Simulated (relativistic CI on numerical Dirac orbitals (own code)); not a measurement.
## Re2+ (5d5) in a crystal field

Calculated by Dirac-Coulomb-Breit CI, orbitals from a KLI potential per configuration, model QED, valence Slater integrals scaled by 0.65, one configuration in a parametric crystal field (own radial code).

Field parameters in Wybourne normalisation: Oh B⁴₀ = 21Dq, B⁴₄ = √(5/14) B⁴₀; Td as Oh with Dq negative (B⁴₀ = 21Dq, B⁴₄ = √(5/14) B⁴₀). The field is a parameter set, without covalency.

S and J are read from ⟨S²⟩ = S(S + 1) and ⟨J²⟩ = J(J + 1) of each level; they are not fictitious spins.

Oh, 10Dq = 36750 cm⁻¹, the lowest 10 levels:

```tsv
E (cm⁻¹)	Degeneracy	Irrep	S	J
0.0	2	Γ7	0.53	4.45
4427	4	Γ8	0.52	4.31
28570	4	Γ8	1.48	3.87
29765	2	Γ7	1.51	3.72
30423	4	Γ8	1.48	3.50
31158	2	Γ6	1.49	3.17
33720	2	Γ6	1.47	3.73
33991	4	Γ8	1.44	3.54
34311	4	Γ8	1.39	3.57
34312	2	Γ7	1.32	3.47
```

Principal g values of the ground doublet: 2.16, 2.16, 2.16.

Td, 10Dq = -18300 cm⁻¹, the lowest 16 levels:

```
E (cm⁻¹)  Degeneracy  Irrep     S     J
     0.0           4     Γ8  0.67  4.08
    3217           2     Γ7  0.87  4.56
    9617           4     Γ8  1.86  3.18
   10730           2     Γ7  1.86  3.58
   10959           2     Γ6  1.48  3.17
   11338           4     Γ8  1.48  3.30
   14270           2     Γ7  1.43  3.30
   14772           4     Γ8  1.46  3.56
   15346           2     Γ6  1.35  4.36
   15633           4     Γ8  1.53  4.10
   16965           4     Γ8  1.94  3.64
   17265           2     Γ7  1.98  3.51
   17485           2     Γ6  0.78  5.00
   18328           4     Γ8  0.78  4.95
   18688           2     Γ7  0.74  4.40
   19933           2     Γ7  0.73  4.45
```

Oh, 10Dq = 25650 cm⁻¹, the lowest 10 levels:

| E (cm⁻¹) | Degeneracy | Irrep | S | J |
| --- | --- | --- | --- | --- |
| 0.0 | 2 | Γ7 | 0.58 | 4.37 |
| 4646 | 4 | Γ8 | 0.56 | 4.33 |
| 17735 | 4 | Γ8 | 1.53 | 3.77 |
| 19061 | 2 | Γ7 | 1.57 | 3.67 |
| 19944 | 4 | Γ8 | 1.48 | 3.48 |
| 20674 | 2 | Γ6 | 1.48 | 3.14 |
| 23242 | 2 | Γ6 | 1.47 | 3.79 |
| 23469 | 4 | Γ8 | 1.43 | 3.59 |
| 23668 | 2 | Γ7 | 1.32 | 3.49 |
| 23711 | 4 | Γ8 | 1.38 | 3.68 |

Principal g values of the ground doublet: 2.20, 2.20, 2.20.

The free-ion ground term has S = 5/2. The field overcomes the spin-pairing energy for Oh, 10Dq = 36750 cm⁻¹; Td, 10Dq = -18300 cm⁻¹; Oh, 10Dq = 25650 cm⁻¹, where the ground state has lower spin; these fields are assumed values.

Levels of this model without a field, named by their leading LS term (the scale mimics covalency, so terms lie below those of the real free ion): 6S_5/2 0, 4G_5/2 11586, 4G_7/2 14195, 4G_11/2 14763, 4P_3/2 14978, 4G_5/2 15079, 4G_9/2 15289, 4P_1/2 16695 cm⁻¹.
